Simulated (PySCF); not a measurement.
How methods differ on the ionisation energy of Fe

Fe [Ar] 3d6 4s2 (5D) → Fe⁺ [Ar] 3d6 4s1 (6D), as a difference of total energies. All numbers are calculated (PySCF 2.14, scalar relativity by spin-free X2C-1e, in x2c-QZVPPall with one added diffuse shell each of s, p, d, f, g type (12s8p6d5f3g, 128 functions)). Correlated levels: valence: [Ar] frozen; valence and next inner shell: [Ne] frozen. The calculations carry no spin-orbit coupling.

| method | ionisation energy (eV) |
| --- | --- |
| UHF | 6.430 |
| LDA | 8.131 |
| PBE | 7.823 |
| PBE0 | 7.627 |
| revPBE | 7.711 |
| wB97M-V | 8.034 |
| MP2 (valence) | 7.558 |
| SCS-MP2 (valence) | 7.750 |
| SCS-MP2 (valence and next inner shell) | 7.768 |

Estimate what TPSSh gives.

7.571 eV, closest to MP2 (valence) among the rows shown.

Estimate what MP2 (valence and next inner shell) gives.

7.664 eV, closest to PBE0 among the rows shown.

Errors of the correlated levels include the incompleteness of this basis and the frozen core.

For comparison: 7.904 eV (measured; NIST levels, between the centres of gravity of the two terms).
